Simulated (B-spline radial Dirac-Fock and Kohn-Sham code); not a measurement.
Calculated with a radial B-spline solver, using Dirac-Fock (average of configuration) total-energy differences with a finite nucleus, the Breit interaction including its frequency dependence, and self-energy and vacuum-polarisation corrections. Free neutral atoms.

Q: Order these X-ray lines by photon energy, lowest first.
A. Tb Kβ3
B. Sm Kβ2'
C. Pm Kα1
D. Pr Kα1
E. Sm Kα1
F. Dy Kα2

A: D (36023.8 eV), C (38722.8 eV), E (40116.3 eV), F (45204.7 eV), B (46574.7 eV), A (50226.6 eV).
